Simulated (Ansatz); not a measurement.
Pn (charge +1): PBE0-D4/def2-SVP single points in Ansatz on relaxed structures, gas phase. Each cluster is the lowest isomer that a short search found in that spin, judged at the geometry's level, and lower ones may exist. HOMO and LUMO are taken over both spins. Singlets are spin-restricted. The structures are stationary points that may keep the symmetry of their start.

(1) Estimate the order by LUMO (eV), lowest first.
A. P3⁺ (singlet)
B. P4⁺ (doublet)
C. P7⁺ (singlet)
D. P5⁺ (singlet)

(1) B (-10.77), A (-9.68), D (-8.38), C (-8.20).

In full:

```json
{"species": "P3⁺", "atoms": "3", "state": "singlet", "geometry": "PBE0-D4/def2-TZVP", "HOMO (eV)": "-14.47", "LUMO (eV)": "-9.68", "gap (eV)": "4.79", "point group (within 0.1 Å)": "D3h"}
{"species": "P4⁺", "atoms": "4", "state": "doublet", "geometry": "PBE-D4/def2-TZVP", "HOMO (eV)": "-13.28", "LUMO (eV)": "-10.77", "gap (eV)": "2.51", "point group (within 0.1 Å)": "D2d"}
{"species": "P5⁺", "atoms": "5", "state": "singlet", "geometry": "B3LYP-D4/def2-SVP", "HOMO (eV)": "-12.74", "LUMO (eV)": "-8.38", "gap (eV)": "4.37", "point group (within 0.1 Å)": "C4v"}
{"species": "P7⁺", "atoms": "7", "state": "singlet", "geometry": "PBE-D4/def2-SVP", "HOMO (eV)": "-12.18", "LUMO (eV)": "-8.20", "gap (eV)": "3.98", "point group (within 0.1 Å)": "C2v"}
```

The gap (eV) runs from 2.51 (P4⁺) to 4.79 (P3⁺). It alternates from one size to the next.
